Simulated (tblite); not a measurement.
Compound: C4H11B3S.
SMILES with atom numbers: `[CH3:1][CH2:2][B:3]1[CH2:4][B:5]([CH3:6])[BH:7][S:8]1` (hydrogens: H9, H10, H11 on C1; H12, H13 on C2; H14, H15 on C4; H16, H17, H18 on C6; H19 on B7)

Computed with GFN2-xTB (tblite), gas phase: L-BFGS steps from a force-field or distance-geometry start until the largest atomic force falls under 0.01 eV/Å.

Geometry at step 22:
```
atom  x, y, z in Å
C1      1.9034   -0.4934   -0.9929
C2      2.1844    0.2392    0.3335
B3      0.7967    0.8647    0.7519
C4     -0.3973    0.1086    1.4258
B5     -1.4570    0.1576    0.2324
C6     -2.3830   -1.0854   -0.0735
B7     -1.2567    1.5917   -0.6070
S8      0.2739    2.3720   -0.1355
H9      1.1272   -1.2445   -0.8489
H10     2.8000   -0.9816   -1.3711
H11     1.5482    0.2220   -1.7333
H12     2.6249   -0.4700    1.0340
H13     2.9448    0.9993    0.1510
H14    -0.8203    0.6917    2.2461
H15    -0.1827   -0.8753    1.8368
H16    -1.8982   -1.7976   -0.7455
H17    -2.6459   -1.6440    0.8247
H18    -3.3044   -0.7831   -0.5694
H19    -1.8678    2.1375   -1.4483
```

Q: Give the atomic forces at this geometry.

A: 
| atom | Fx (eV/Å) | Fy (eV/Å) | Fz (eV/Å) |
| --- | --- | --- | --- |
| C1 | 0.002 | 0.007 | 0.004 |
| C2 | 0.102 | -0.023 | 0.021 |
| B3 | 0.020 | -0.080 | -0.024 |
| C4 | -0.041 | -0.065 | 0.059 |
| B5 | 0.033 | -0.012 | -0.057 |
| C6 | -0.002 | 0.027 | 0.016 |
| B7 | -0.084 | 0.057 | 0.015 |
| S8 | -0.063 | 0.085 | -0.105 |
| H9 | 0.066 | -0.016 | -0.038 |
| H10 | -0.032 | 0.040 | 0.022 |
| H11 | 0.058 | -0.088 | -0.070 |
| H12 | -0.133 | -0.063 | 0.111 |
| H13 | 0.022 | 0.059 | -0.051 |
| H14 | 0.014 | 0.097 | -0.001 |
| H15 | 0.027 | -0.094 | 0.002 |
| H16 | 0.036 | 0.102 | 0.052 |
| H17 | 0.002 | -0.013 | -0.042 |
| H18 | -0.005 | -0.049 | 0.006 |
| H19 | -0.021 | 0.027 | 0.082 |

The largest, 0.18 eV/Å, acts on H12; the rms over all components is 0.056 eV/Å. The forces sum to zero within rounding, as they must for an isolated molecule in no field.

Q: Give the force on H12 in Eh/bohr and in nN.

A: 0.184 eV/Å ÷ 51.422 = 0.00358 Eh/bohr, and 0.184 eV/Å × 1.602 = 0.30 nN.

Q: How far is this geometry from the end of the optimisation?

A: 0.158 eV above it, and 0.373 Å rms away after alignment. The bonds farthest from their final lengths, with half the difference of the two atoms' forces along the bond (positive lengthens):

```
  bond  now (Å)  final (Å)  force along bond (eV/Å)
 B5–B7    1.674      1.649                     0.00
 B7–S8    1.782      1.793                     0.00
 B3–C4    1.566      1.575                    +0.04
B7–H19    1.174      1.170                    -0.05
 C2–B3    1.579      1.581                    +0.02
C2–H13    1.091      1.093                    +0.01
```

The angle farthest from its final value is C1–C2–B3, 104.8° against 110.9°.

Of the 2 listed bonds off by 0.010 Å or more, this force points towards the final length in 0.

What follows is the cost of the whole relaxation. Hardware: one thread of an Arm Neoverse N1, shared host with 64 logical CPUs at a one-minute load of 60. Cost: 0.92 s.
